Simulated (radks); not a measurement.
Charge is removed step by step from the 5p down level of neutral thulium, starting from [Kr] 4d10 4f13 5s2 5p(up 3, down 3) 6s2. Calculated with a radial shooting solver on a logarithmic mesh with Libxc functionals: non-relativistic Kohn-Sham, TPSS, spin-polarised, spherical densities, point nucleus; open shells are filled with parallel spins first (spin-orbit coupling, left out, can overturn this in heavy ions); meta-GGA in the generalised Kohn-Sham scheme; relativity is left out, which matters for an element this heavy. At the starting occupation the eigenvalue is -25.927 eV. Estimate the energy to remove one whole electron from this level, the eigenvalue at the end, and how far E(n) bends from a straight line.

Answer. Delta-SCF 31.142 eV; final eigenvalue -36.604 eV; the deviation from the straight line is -1.337 eV at 0.5 electron removed, the largest on the grid computed. Slater's transition state (half an electron removed) gives 31.080 eV. Integrating minus the eigenvalue over the occupation (Janak's theorem) gives 31.142 eV. The mean slope of the eigenvalue, de/dn, is 10.7 eV per electron.
